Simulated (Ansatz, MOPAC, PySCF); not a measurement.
Pair of molecules: HCl (SMILES Cl) (first 2 atoms) with N2 (SMILES N#N); geometry from B3LYP-D3(BJ)/def2-TZVP.
(charge 0, multiplicity 1):
```xyz
4

Cl    -0.1797    -0.2793    -0.3226
H     -0.1622    -0.2077     0.9591
N     -0.1296    -0.0764     3.2784
N     -0.1135    -0.0147     4.3668
```

Monomers are frozen at their geometry in the pair; levels with a basis set take the counterpoise correction.

Cores are frozen in the correlated methods. CBS: X⁻³ extrapolation of the correlation energy, Hartree–Fock from the larger set. Rows in 6-31G* carry no dispersion term and start afresh at each structure (6-31G* with six Cartesian d functions). The state that PM6 reach isn't checked.

The values were computed with Ansatz (a quantum-chemistry and plane-wave program); MOPAC for PM6 (differences of heats of formation); PySCF for 6-31G* rows. Values without a source in brackets are computed.

The comparison value is -1.35 kcal/mol (CCSD(T)/CBS(aug-cc-pV(T+d)Z, aug-cc-pV(Q+d)Z)). It is a level with limits of its own, not the exact answer.

Task: Order these levels by how close they come to the comparison value for the interaction energy, closest first: PM6, HF/6-31G*, HF/aug-cc-pV(D+d)Z, BHLYP/def2-TZVPPD. Give each level's value less the comparison value.

Result: PM6 (0.04 kcal/mol), BHLYP/def2-TZVPPD (0.51 kcal/mol), HF/6-31G* (1.22 kcal/mol), HF/aug-cc-pV(D+d)Z (1.38 kcal/mol)
